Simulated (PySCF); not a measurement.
F₂Mn (SMILES [F][Mn][F]), sextet, at a GFN2-xTB geometry (such geometries of metal compounds can be far from the true shape). Base run: PySCF with PBE0/STO-3G.

Input for PySCF:
```python
from pyscf import gto, scf, dft

mol = gto.M(
    atom='''
Mn    0.009789    0.000267   -0.001718
F    -0.241809    1.281989   -1.098969
F     0.214616   -1.282730    1.103741
''',
    basis='sto-3g',
    charge=0,
    spin=5,
    verbose=4,
)

mf = dft.UKS(mol)
mf.xc = 'pbe0'
mf.kernel()
```

The base run was repeated with changes; each row names its change, and settings that it needs were set with it.

```
change                                                                                   basis functions       E (Eh)  HOMO (eV)  dipole (D)
---------------------------------------------------------------------------------------  ---------------  -----------  ---------  ----------
base                                                                                                  28  -1335.16621      -1.92        0.02
basis = ANO-RCC-VDZP; relativity = none                                                               62  -1347.11771      -8.48        0.12
basis = x2c-SVPall; relativity = none                                                                 64  -1348.05007      -8.21        0.11
basis = jorge-DZP-DKH; relativity = spin-free X2C                                                     73  -1357.94079      -7.59        0.10
basis = x2c-SVPall; relativity = spin-free X2C                                                        64  -1357.78038      -8.31        0.10
basis = ANO-RCC-VDZP; relativity = spin-free X2C                                                      62  -1358.22493      -8.55        0.11
basis = jorge-DZP-DKH; relativity = none                                                              73  -1348.30841      -7.54        0.10
basis = jorge-DZP-DKH; relativity = spin-free X2C; nucleus = Gaussian (with nucmod='G')               73  -1357.93750      -7.59        0.10
basis = x2c-SVPall; relativity = spin-free X2C; nucleus = Gaussian (with nucmod='G')                  64  -1357.77739      -8.31        0.10
basis = ANO-RCC-VDZP; relativity = spin-free X2C; nucleus = Gaussian (with nucmod='G')                62  -1358.22134      -8.55        0.11
```

Total energies compare only within one method and basis.

Open shells are given as the SCF converged; they aren't shown to be the lowest states, and a large step between rows can be another state.

Basis sets contracted for a relativistic Hamiltonian are a mismatch without it, so the rows without relativity aren't non-relativistic limits. No row has spin-orbit coupling; sets with core potentials leave out the core electrons.
